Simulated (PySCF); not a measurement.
C₄H₅Cl₂F, SMILES C=C(F)CC(Cl)Cl.

Coordinates come from a r2SCAN-D4/def2-SVP optimisation. The structure was generated by enumeration, and PubChem lists no compound with its InChIKey, so it may never have been made. The values are those of a single conformer.

The numbers are results of PBE/def2-TZVP in PySCF, not measurements.

The molecule is in vacuum.

| Item | Value |
|---|---|
| total energy | -1175.10583 hartree |
| highest occupied level | -6.35 eV |
| lowest empty level | -1.32 eV |
| orbital gap | 5.03 eV |
| dipole moment | 2.35 D |
| quadrupole, principal values (traceless, Buckingham form, about the centre of nuclear charge) | -6.12, 0.34, 5.78 D·Å |
| mean static polarisability | 73.9 bohr³ (10.95 Å³) |
| polarisability, principal values | 62.1, 71.8, 87.8 bohr³ |
